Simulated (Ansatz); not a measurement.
Steps of a relaxation of `[CH3][Al]([CH3])[BH][SiH3]` with RKS PBE0-D4/def2-TZVP.

```sh
$ ansatz run in.yaml --threads 4 --pin off --events-out ev --progress --plain --max-ram 10444MiB
```

```yaml
crystal:
  periodic: [false, false, false]
  atoms:
    - {symbol: C, position_ang: [-1.655170, -0.352129, 1.791192]}
    - {symbol: Al, position_ang: [-0.454141, 0.481550, 0.457040]}
    - {symbol: C, position_ang: [0.696843, 2.000721, 0.990706]}
    - {symbol: B, position_ang: [-0.341420, -0.310656, -1.502230]}
    - {symbol: Si, position_ang: [1.089310, -1.606187, -2.074789]}
    - {symbol: H, position_ang: [-1.408256, -0.050209, 2.830253]}
    - {symbol: H, position_ang: [-1.647468, -1.461249, 1.740876]}
    - {symbol: H, position_ang: [-2.706000, -0.039799, 1.598087]}
    - {symbol: H, position_ang: [0.998469, 2.656457, 0.148798]}
    - {symbol: H, position_ang: [0.216679, 2.629835, 1.770142]}
    - {symbol: H, position_ang: [1.635903, 1.601941, 1.438390]}
    - {symbol: H, position_ang: [-1.081821, 0.054490, -2.407310]}
    - {symbol: H, position_ang: [1.711059, -2.417006, -0.963498]}
    - {symbol: H, position_ang: [0.744624, -2.554840, -3.197326]}
    - {symbol: H, position_ang: [2.179489, -0.683620, -2.590729]}
basis:
  gaussian: {orbitals: def2-TZVP}
hamiltonian: {xc: pbe0, dispersion: d4}
relax: {f_tol: 0.005, max_steps: 150}
```

Positions (Å) and forces (eV/Å) along the path, 10 of 32 steps:

```xyz
15
step=1 energy=-17378.2079 eV
C    -1.655   -0.352    1.791   -0.233   -0.129    0.179
Al   -0.454    0.482    0.457    0.004    0.108    0.243
C     0.697    2.001    0.991    0.210    0.206    0.113
B    -0.341   -0.311   -1.502   -0.200    0.034   -0.382
Si    1.089   -1.606   -2.075    0.250   -0.070   -0.134
H    -1.408   -0.050    2.830   -0.117   -0.150   -0.496
H    -1.647   -1.461    1.741    0.003    0.521    0.031
H    -2.706   -0.040    1.598    0.486   -0.144    0.105
H     0.998    2.656    0.149   -0.151   -0.309    0.399
H     0.217    2.630    1.770    0.232   -0.296   -0.381
H     1.636    1.602    1.438   -0.439    0.195   -0.206
H    -1.082    0.054   -2.407    0.300   -0.149    0.373
H     1.711   -2.417   -0.963   -0.161    0.171   -0.218
H     0.745   -2.555   -3.197    0.044    0.201    0.259
H     2.179   -0.684   -2.591   -0.228   -0.189    0.115
15
step=4 energy=-17378.2561 eV
C    -1.647   -0.350    1.780    0.005   -0.002    0.001
Al   -0.449    0.482    0.466   -0.004   -0.010   -0.001
C     0.689    1.991    0.988   -0.003   -0.001   -0.004
B    -0.333   -0.314   -1.492    0.019    0.020   -0.002
Si    1.096   -1.594   -2.073    0.000   -0.003    0.003
H    -1.390   -0.073    2.806    0.000    0.000    0.008
H    -1.650   -1.441    1.713    0.000   -0.005   -0.002
H    -2.679   -0.026    1.606   -0.007    0.004    0.000
H     0.990    2.623    0.149    0.002    0.004   -0.006
H     0.209    2.624    1.740   -0.004    0.003    0.003
H     1.611    1.607    1.443    0.004   -0.002    0.003
H    -1.069    0.045   -2.372   -0.012   -0.002   -0.003
H     1.691   -2.399   -0.969    0.003   -0.005    0.002
H     0.731   -2.532   -3.173   -0.002   -0.003   -0.003
H     2.179   -0.694   -2.583   -0.001    0.000    0.000
15
step=5 energy=-17378.2562 eV
C    -1.644   -0.350    1.781    0.016    0.010   -0.016
Al   -0.448    0.482    0.465   -0.011   -0.013    0.015
C     0.685    1.994    0.991    0.000    0.001   -0.006
B    -0.328   -0.313   -1.493    0.025    0.007   -0.014
Si    1.097   -1.598   -2.077   -0.020    0.012    0.010
H    -1.383   -0.073    2.806    0.001   -0.002    0.013
H    -1.651   -1.441    1.713    0.000   -0.014    0.000
H    -2.676   -0.022    1.610   -0.015    0.005   -0.001
H     0.989    2.627    0.155    0.002    0.005   -0.008
H     0.198    2.624    1.741   -0.008    0.008    0.006
H     1.604    1.612    1.452    0.010   -0.004    0.005
H    -1.062    0.049   -2.374   -0.009   -0.003   -0.001
H     1.692   -2.404   -0.974    0.006   -0.008    0.006
H     0.724   -2.535   -3.173   -0.002   -0.006   -0.006
H     2.182   -0.703   -2.592    0.005    0.003   -0.003
15
step=13 energy=-17378.2570 eV
C    -1.621   -0.366    1.776   -0.022   -0.011    0.014
Al   -0.437    0.483    0.461    0.002   -0.001   -0.001
C     0.659    2.020    0.995    0.001    0.006    0.003
B    -0.308   -0.307   -1.499   -0.004   -0.002    0.000
Si    1.099   -1.612   -2.079    0.002    0.000    0.000
H    -1.262   -0.224    2.800   -0.009   -0.004   -0.023
H    -1.754   -1.438    1.605    0.002    0.025    0.006
H    -2.619    0.088    1.722    0.028   -0.011    0.003
H     1.028    2.613    0.155   -0.001   -0.002    0.002
H     0.113    2.685    1.671    0.003   -0.001   -0.002
H     1.538    1.666    1.550   -0.003    0.001   -0.002
H    -1.042    0.055   -2.380    0.000    0.001    0.001
H     1.693   -2.416   -0.972    0.001    0.001    0.000
H     0.700   -2.558   -3.159    0.000    0.001   -0.001
H     2.191   -0.740   -2.617    0.000   -0.002    0.000
15
step=16 energy=-17378.2572 eV
C    -1.624   -0.364    1.779   -0.017   -0.002    0.009
Al   -0.439    0.477    0.459   -0.001    0.003    0.000
C     0.654    2.017    0.991    0.001   -0.003   -0.003
B    -0.310   -0.316   -1.498    0.003   -0.002    0.001
Si    1.107   -1.611   -2.079   -0.003    0.001    0.001
H    -1.226   -0.276    2.795   -0.010   -0.004   -0.019
H    -1.817   -1.422    1.577    0.002    0.020    0.007
H    -2.597    0.143    1.775    0.025   -0.014    0.003
H     1.030    2.602    0.148    0.000    0.000    0.002
H     0.103    2.691    1.655   -0.001    0.000    0.000
H     1.526    1.667    1.556    0.000    0.001   -0.001
H    -1.049    0.039   -2.377    0.000    0.000   -0.001
H     1.706   -2.411   -0.973    0.000   -0.001   -0.001
H     0.719   -2.557   -3.164    0.000    0.000    0.001
H     2.195   -0.729   -2.613    0.001    0.001   -0.001
15
step=18 energy=-17378.2573 eV
C    -1.626   -0.363    1.780   -0.006    0.000    0.002
Al   -0.441    0.475    0.458   -0.001   -0.001    0.002
C     0.650    2.017    0.989    0.000    0.001    0.000
B    -0.308   -0.321   -1.498    0.000    0.001   -0.001
Si    1.112   -1.612   -2.079    0.000    0.001    0.002
H    -1.210   -0.302    2.790   -0.002   -0.002   -0.006
H    -1.849   -1.411    1.564    0.001    0.006    0.002
H    -2.585    0.169    1.802    0.008   -0.004    0.001
H     1.022    2.605    0.146    0.000   -0.001    0.000
H     0.099    2.687    1.656    0.000   -0.001    0.000
H     1.526    1.669    1.550    0.000    0.000    0.000
H    -1.047    0.033   -2.378    0.000    0.000    0.000
H     1.712   -2.412   -0.973    0.001   -0.001    0.000
H     0.727   -2.558   -3.165    0.000    0.000    0.000
H     2.197   -0.726   -2.611    0.000   -0.001    0.000
15
step=21 energy=-17378.2573 eV
C    -1.627   -0.362    1.779   -0.007   -0.002    0.002
Al   -0.443    0.475    0.456   -0.001   -0.002    0.000
C     0.646    2.018    0.986   -0.001    0.001    0.001
B    -0.307   -0.323   -1.499    0.000    0.003   -0.001
Si    1.116   -1.613   -2.077    0.000    0.000    0.001
H    -1.191   -0.335    2.782   -0.002   -0.001   -0.005
H    -1.882   -1.399    1.546    0.002    0.006    0.002
H    -2.571    0.194    1.832    0.007   -0.003    0.000
H     1.009    2.611    0.144    0.000    0.000   -0.001
H     0.098    2.683    1.661    0.000    0.000    0.000
H     1.527    1.670    1.539    0.001    0.000    0.000
H    -1.045    0.029   -2.380    0.000   -0.001    0.000
H     1.717   -2.411   -0.970    0.001    0.000    0.000
H     0.733   -2.561   -3.161    0.000    0.000    0.000
H     2.199   -0.726   -2.609    0.000   -0.001    0.000
15
step=23 energy=-17378.2573 eV rejected
C    -1.629   -0.363    1.776   -0.029   -0.010    0.028
Al   -0.447    0.475    0.453    0.001    0.004   -0.002
C     0.637    2.022    0.983    0.003    0.002    0.004
B    -0.302   -0.325   -1.501   -0.003   -0.004    0.002
Si    1.122   -1.616   -2.071    0.001    0.001   -0.001
H    -1.159   -0.395    2.766   -0.024   -0.001   -0.042
H    -1.939   -1.378    1.512    0.010    0.040    0.016
H    -2.544    0.236    1.884    0.043   -0.031   -0.002
H     0.982    2.626    0.141   -0.002   -0.003    0.004
H     0.096    2.675    1.675    0.003   -0.003   -0.003
H     1.532    1.674    1.516   -0.005    0.003   -0.004
H    -1.039    0.024   -2.385    0.002    0.001   -0.001
H     1.722   -2.409   -0.961   -0.001    0.001    0.000
H     0.741   -2.568   -3.153    0.000    0.000    0.001
H     2.206   -0.731   -2.606    0.001    0.000    0.000
15
step=28 energy=-17378.2575 eV
C    -1.630   -0.363    1.774   -0.011   -0.003    0.009
Al   -0.449    0.477    0.451    0.001    0.003   -0.001
C     0.635    2.024    0.983    0.001    0.002    0.003
B    -0.301   -0.323   -1.503   -0.004   -0.005    0.001
Si    1.123   -1.617   -2.068    0.000    0.002    0.001
H    -1.152   -0.412    2.758   -0.007    0.000   -0.014
H    -1.952   -1.371    1.502    0.004    0.012    0.004
H    -2.536    0.244    1.897    0.014   -0.010   -0.001
H     0.966    2.638    0.142   -0.001   -0.002    0.002
H     0.101    2.668    1.688    0.002   -0.002   -0.002
H     1.538    1.675    1.500   -0.003    0.002   -0.002
H    -1.036    0.024   -2.389    0.001    0.002    0.000
H     1.721   -2.407   -0.954    0.001    0.000   -0.001
H     0.742   -2.573   -3.147    0.000    0.001    0.000
H     2.209   -0.735   -2.604    0.001   -0.001    0.000
15
step=32 energy=-17378.2575 eV
C    -1.632   -0.362    1.771   -0.002    0.000    0.002
Al   -0.451    0.479    0.448    0.000   -0.001    0.000
C     0.631    2.025    0.982    0.001    0.002    0.001
B    -0.300   -0.325   -1.503    0.000    0.000    0.000
Si    1.126   -1.618   -2.064    0.000    0.000    0.000
H    -1.140   -0.439    2.747   -0.001    0.000   -0.002
H    -1.979   -1.358    1.487    0.001    0.002    0.000
H    -2.522    0.261    1.921    0.002   -0.001    0.000
H     0.944    2.651    0.142    0.000   -0.001    0.001
H     0.106    2.658    1.703    0.001   -0.001   -0.001
H     1.546    1.676    1.478   -0.001    0.000   -0.001
H    -1.032    0.022   -2.391    0.000    0.000    0.000
H     1.723   -2.406   -0.948    0.000    0.000    0.000
H     0.747   -2.576   -3.141    0.000    0.000    0.000
H     2.212   -0.737   -2.601    0.000    0.000    0.000
```

It took 48 s on 4 threads of an AMD EPYC 9R45 on a shared host, with 0.7 GiB of host memory at the peak.
